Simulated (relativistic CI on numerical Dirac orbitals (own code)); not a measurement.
Ligand-field terms of d7

Computed with a parametric ligand-field model of a d^n configuration (Racah B and C, spin-orbit zeta, crystal field), exact diagonalisation.

Field parameters in Wybourne normalisation: Oh B⁴₀ = 21Dq, B⁴₄ = √(5/14) B⁴₀. The field is a parameter set, without covalency.

(1) Ground term and bands for B = 410, C = 1930, ζ = 0 cm⁻¹, Oh, 10Dq = 1230 cm⁻¹?

(2) Ground term and bands for B = 410, C = 1930, ζ = 0 cm⁻¹, Oh, 10Dq = 11890 cm⁻¹?

(3) Ground term and bands for B = 410, C = 1930, ζ = 0 cm⁻¹, Oh, 10Dq = 6970 cm⁻¹?

(4) Ground term and bands for B = 410, C = 1930, ζ = 0 cm⁻¹, Oh, 10Dq = 6150 cm⁻¹?

(5) Ground term and bands for B = 410, C = 1930, ζ = 0 cm⁻¹, Oh, 10Dq = 15990 cm⁻¹?

## Answers

(1) Ground term 4T1 with 2.15 electrons in the two orbitals of the cubic e set. Spin-allowed: 4T2 1019 cm⁻¹, 4A2 2249 cm⁻¹, 4T1 6958 cm⁻¹ (1437 nm). Lowest spin-forbidden: 2E 7244 cm⁻¹ (1381 nm), 2T2 7833 cm⁻¹ (1277 nm), 2T1 7909 cm⁻¹ (1264 nm).

(2) Ground term 2E with 1.04 electrons in the two orbitals of the cubic e set. Spin-allowed: 2T1 10583 cm⁻¹ (945 nm), 2T2 11008 cm⁻¹ (908 nm), 2T1 13311 cm⁻¹ (751 nm), 2T2 19320 cm⁻¹ (518 nm). Lowest spin-forbidden: 4T1 2839 cm⁻¹, 4T2 13878 cm⁻¹ (721 nm), 4T1 19177 cm⁻¹ (521 nm).

(3) Ground term 4T1 with 2.05 electrons in the two orbitals of the cubic e set. Spin-allowed: 4T2 6280 cm⁻¹ (1592 nm), 4T1 11741 cm⁻¹ (852 nm), 4A2 13250 cm⁻¹ (755 nm). Lowest spin-forbidden: 2E 1982 cm⁻¹, 2T1 7860 cm⁻¹ (1272 nm), 2T2 8189 cm⁻¹ (1221 nm).

(4) Ground term 4T1 with 2.05 electrons in the two orbitals of the cubic e set. Spin-allowed: 4T2 5501 cm⁻¹ (1818 nm), 4T1 11001 cm⁻¹ (909 nm), 4A2 11651 cm⁻¹ (858 nm). Lowest spin-forbidden: 2E 2777 cm⁻¹, 2T1 7885 cm⁻¹ (1268 nm), 2T2 8187 cm⁻¹ (1221 nm).

(5) Ground term 2E with 1.03 electrons in the two orbitals of the cubic e set. Spin-allowed: 2T1 14572 cm⁻¹ (686 nm), 2T2 15035 cm⁻¹ (665 nm), 2T1 17423 cm⁻¹ (574 nm), 2T2 24241 cm⁻¹ (413 nm). Lowest spin-forbidden: 4T1 6887 cm⁻¹ (1452 nm), 4T2 21950 cm⁻¹ (456 nm), 4T1 27173 cm⁻¹ (368 nm).
